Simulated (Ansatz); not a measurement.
Born–Oppenheimer molecular dynamics of BFH7NOSi (12 atoms, charge 0, multiplicity 1). It starts at the highest image of a converged band. Of that band: The profile has 2 maxima (images 2, 4) with wells between them (image 3): this band takes more than one step, which may be the mechanism or a detour left from its start path. Neighbouring images differ by up to 1.8 eV, so the band resolves the path poorly. A vibrational analysis at the climbing image gives one clearly imaginary mode, 1774i cm⁻¹: a first-order saddle point.

Computed with RHF/6-31G* (Ansatz).

```
ensemble                      : NVE (velocity Verlet)
time step                     : 0.5 fs
steps asked                   : 200
starting velocities drawn for : 300 K
seed                          : 8913
```

First frame:

```xyz
12
Properties=species:S:1:pos:R:3
B -0.305 0.063 0.385
N 0.380 0.005 1.785
H 0.234 -0.820 2.333
H 1.351 0.254 1.795
F 0.504 0.606 -0.566
H -0.961 -0.879 0.065
O -1.271 1.243 0.948
Si -1.734 2.685 0.254
H -2.240 2.415 -1.099
H -2.799 3.268 1.087
H -0.603 3.625 0.198
H -0.553 0.986 1.815
```

(1) How far do the bonds stretch over the last three quarters of this one trajectory? (Pairs bonded in most of those frames.)

Results:

(1) 
```csv
bond,mean (Å),spread (Å),shortest,longest
B1–F5,1.347,0.037,1.27,1.42
B1–H6,1.195,0.033,1.13,1.26
B1–O7,1.355,0.040,1.28,1.42
N2–H3,1.006,0.018,0.96,1.04
N2–H4,1.007,0.028,0.95,1.06
N2–H12,1.027,0.095,0.88,1.17
O7–Si8,1.648,0.078,1.53,1.77
Si8–H9,1.475,0.010,1.45,1.49
Si8–H10,1.473,0.016,1.45,1.50
Si8–H11,1.477,0.013,1.45,1.50
```

Mean temperature of the second half: 889 K. The conserved energy stayed within 0.94 meV per atom of its start (net change 0.018 meV per atom), so the integration is sound. The kinetic energy rose, since the run started high on the potential surface and went downhill. It ends in pieces (BFH4OSi + H3N), so much of that is their flight and rotation, not heat. A run of 0.1 ps of so small a system gives no equilibrium averages. The orbitals stay closed-shell, which can raise the energy where a bond breaks towards radicals; this wasn't checked here.

Run time: 7 min on 1 thread of Arm Neoverse V1, with other jobs on the host, peak memory 0.17 GiB.
